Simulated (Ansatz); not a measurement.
The cluster PtS3⁻, 4 atoms. Hardware: 2 threads of Arm Neoverse V2 on a shared host.

In the def2 sets Pt takes a core potential; there is no spin–orbit coupling. Correlated methods freeze 15 core orbitals; core or outer-core shells of Pt are correlated, in sets that lack core-valence functions.

How many basis functions does each of these Ansatz runs have, and roughly what does it cost? PBE0-D4/def2-SVP, charge -1 quartet, energy with a search over starts; LC-ωPBE (ω = 0.15 bohr⁻¹)/def2-TZVPD, charge -1 doublet, energy, from earlier orbitals; B3LYP-D4/def2-TZVPD, charge -1 doublet, energy, from earlier orbitals; B2PLYP/def2-TZVPD, charge -1 quartet, energy, from earlier orbitals; PBE-D4/def2-TZVPD, charge -1 doublet, energy, from earlier orbitals; MP2/def2-TZVPD, charge -1 quartet, energy, from earlier orbitals; B3LYP-D4/def2-TZVPD, charge -1 quartet, energy, from earlier orbitals; PBE0-D4/def2-TZVPD, charge 0 singlet at the geometry of the charge -1 doublet, energy, from earlier orbitals; PBE-QIDH/def2-TZVPD, charge -1 doublet, energy and forces, from earlier orbitals; LC-ωPBE (ω = 0.15 bohr⁻¹)/def2-TZVPD, charge -1 quartet, energy, from earlier orbitals; LC-ωPBE (ω = 0.30 bohr⁻¹)/def2-TZVPD, charge 0 singlet at the geometry of the charge -1 doublet, energy, from earlier orbitals; LC-ωPBE/def2-TZVPD, charge -1 quartet, energy, from earlier orbitals.

Other jobs shared the machine, so times can vary by a factor of up to 3. A dash marks memory too small to be measured apart from the calling script's.

```tsv
run	functions	fitting or Cholesky vectors	wall time	peak host memory (GiB)
PBE0-D4/def2-SVP, charge -1 quartet, energy with a search over starts	86	802	5.5 s	–
PBE0-D4/def2-TZVPD, charge 0 singlet at the geometry of the charge -1 doublet, energy, from earlier orbitals	181	1357	5.5 s	–
LC-ωPBE (ω = 0.15 bohr⁻¹)/def2-TZVPD, charge -1 quartet, energy, from earlier orbitals	181	1256	7 s	–
MP2/def2-TZVPD, charge -1 quartet, energy, from earlier orbitals	181	1210	7 s	–
PBE-D4/def2-TZVPD, charge -1 doublet, energy, from earlier orbitals	181	1256	7.5 s	–
B3LYP-D4/def2-TZVPD, charge -1 quartet, energy, from earlier orbitals	181	1297	10 s	0.72
LC-ωPBE (ω = 0.30 bohr⁻¹)/def2-TZVPD, charge 0 singlet at the geometry of the charge -1 doublet, energy, from earlier orbitals	181	1256	10 s	–
B3LYP-D4/def2-TZVPD, charge -1 doublet, energy, from earlier orbitals	181	1297	11 s	0.71
B2PLYP/def2-TZVPD, charge -1 quartet, energy, from earlier orbitals	181	1210	14 s	0.57
LC-ωPBE (ω = 0.15 bohr⁻¹)/def2-TZVPD, charge -1 doublet, energy, from earlier orbitals	181	1256	16 s	0.57
LC-ωPBE/def2-TZVPD, charge -1 quartet, energy, from earlier orbitals	181	1256	17 s	0.7
PBE-QIDH/def2-TZVPD, charge -1 doublet, energy and forces, from earlier orbitals	181	1212	45 s	0.97
```
